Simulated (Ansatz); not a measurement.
`[SH][In]([Cl])[Cl]` + HBr → `[Cl][In]([Cl])[Br]` + H₂S at 500 K and 1 bar (ligand exchange at the In–S bond).

Program: Ansatz. Geometries: PBE0-D4/def2-TZVP. ΔE: electronic, gas phase. CCSD(T)/CBS is the MP2 limit (def2-TZVPP, def2-QZVPP) plus CCSD(T) − MP2 in def2-TZVPP, frozen cores. This one scheme is used for every species. Elements past krypton have def2 core potentials. For Br, In outer-core shells are correlated without core-valence functions, which leaves a few kJ/mol of doubt a bond. Scalar relativity is left out up to krypton. One conformer a species, not always the lowest.

| species | CCSD(T)/CBS energy (Eh) | H − E (kJ/mol) | S (J/(mol·K)) |
| --- | --- | --- | --- |
| `[SH][In]([Cl])[Cl]` | -1507.88474 | 68.8 | 413.6 |
| HBr | -2573.91920 | 30.5 | 213.7 |
| `[Cl][In]([Cl])[Br]` | -3682.84497 | 42.7 | 402.6 |
| H₂S | -398.97279 | 57.0 | 224.0 |

H − E and S are ideal-gas, rigid-rotor, harmonic terms from PBE0-D4/def2-TZVP, for one conformer and one mirror image of each species. 1 Eh = 2625.50 kJ/mol, R = 8.31446 J/(mol·K).

Q: By hand: ΔE, ΔH, ΔS and ΔG.

A: ΔE = (-3682.84497) + (-398.97279) − (-1507.88474) − (-2573.91920) = -0.01382 Eh = -36.3 kJ/mol. Δ(H − E) = 42.7 + 57.0 − 68.8 − 30.5 = 0.4, so ΔH = -35.9 kJ/mol. ΔS = 402.6 + 224.0 − 413.6 − 213.7 = -0.7 J/(mol·K). ΔG = -35.9 − 500 × (-0.7)/1000 = -35.5 kJ/mol.

Q: By hand: the equilibrium constant, and the temperature at which ΔG would vanish if ΔH and ΔS stayed fixed.

A: log₁₀ K = −ΔG/(RT ln 10) = 3.7. ΔG = 0 at ΔH/ΔS = 51286 K, far beyond where these terms or the molecules hold.

The number of gas molecules stays the same, so ΔS is small and ΔH decides. A doubt of 5 kJ/mol in ΔE shifts log₁₀ K by 0.5 here. Other conformers and mirror images would add mixing entropy, several J/(mol·K) or more a flexible species. These are equilibria of isolated gas molecules and say nothing of rates. Largest T1 diagnostic: 0.013 (customary marks: 0.02 for closed shells, 0.045 for open ones).
